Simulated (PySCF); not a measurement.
Computed IR spectrum (relative IR intensity) of a molecule C2H8FNOSi. Geometry optimised at r2SCAN-D4/def2-SVP. Other conformers were not sampled. These are r2SCAN-D4/def2-SVP (PySCF) values and carry that method's errors. Frequencies are harmonic and unscaled.

| ν (cm⁻¹) | relative intensity |
|---|---|
| 77 | 3.1 |
| 126 | 3.8 |
| 219 | 10 |
| 225 | 13 |
| 244 | 5.6 |
| 278 | 5.1 |
| 349 | 27 |
| 365 | 21 |
| 417 | 100 |
| 703 | 5.0 |
| 757 | 42 |
| 781 | 2.1 |
| 798 | 48 |
| 865 | 72 |
| 903 | 80 |
| 931 | 69 |
| 1037 | 45 |
| 1223 | 2.7 |
| 1255 | 27 |
| 1428 | 2.2 |
| 1432 | 2.5 |
| 1449 | 3.1 |
| 1545 | 29 |
| 3015 | 14 |
| 3077 | 14 |
| 3143 | 2.5 |
| 3575 | 12 |
| 3673 | 14 |
| 3874 | 39 |

Q: Which molecule gave these data?
A) CO[Si@@H](N)CF
B) CNC[Si@@H](O)F
C) C[Si@@](N)(O)CF
D) CN(C)[Si@H](O)F

A: C, C[Si@@](N)(O)CF
